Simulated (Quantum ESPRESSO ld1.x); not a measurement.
Species: Au3+. Configuration: [Xe] 4f14 5d8.

Calculated with ld1.x of Quantum ESPRESSO 7.5: Dirac Kohn-Sham, revPBE, spin-unpolarised, spherical densities, point nucleus; open shells fill j = l - 1/2 first.

Energy parts (eV):
part                    energy
total                  -518273
kinetic                 595685
electron-nucleus      -1302990
Hartree                 198957
exchange-correlation     -9925

Orbitals (lengths in bohr, moments of r in powers of bohr; r(90%) holds 90 % of the orbital's charge):
orbital	occ.	eigenvalue (eV)	<r^4>	r(90%)
1s1/2	2	-80694.8	4.244e-07	0.0308
2s1/2	2	-14255.9	0.00006183	0.110
2p1/2	2	-13669.0	0.00003677	0.0967
2p3/2	4	-11833.2	0.00005699	0.108
3s1/2	2	-3392.12	0.002249	0.270
3p1/2	2	-3128.91	0.001963	0.261
3p3/2	4	-2723.77	0.002711	0.283
3d3/2	4	-2288.13	0.001799	0.256
3d5/2	6	-2201.07	0.001982	0.263
4s1/2	2	-764.663	0.05057	0.584
4p1/2	2	-652.490	0.05405	0.595
4p3/2	4	-555.352	0.07399	0.643
4d3/2	4	-372.179	0.08862	0.675
4d5/2	6	-354.090	0.09749	0.691
5s1/2	2	-144.035	1.334	1.32
4f5/2	6	-119.226	0.1806	0.795
4f7/2	8	-115.412	0.1915	0.806
5p1/2	2	-107.570	1.883	1.44
5p3/2	4	-90.8530	2.706	1.58
5d3/2	4	-41.5204	8.868	2.13
5d5/2	4	-39.6751	10.07	2.20

The highest occupied level is 5d5/2 at -39.675 eV. The density falls to 0.001 e/bohr^3 at r = 3.29 bohr. For comparison, the ionisation energy in NIST's Atomic Spectra Database is 45 eV (theoretical). In exact Kohn-Sham theory the highest level is minus the ionisation energy, but local and semilocal functionals leave it too shallow, through self-interaction and a potential that decays too fast; potentials with the right tail come closer.

Beside tabulated values, note that spin-unpolarised runs miss the spin-polarisation part of the exchange energy of open shells.
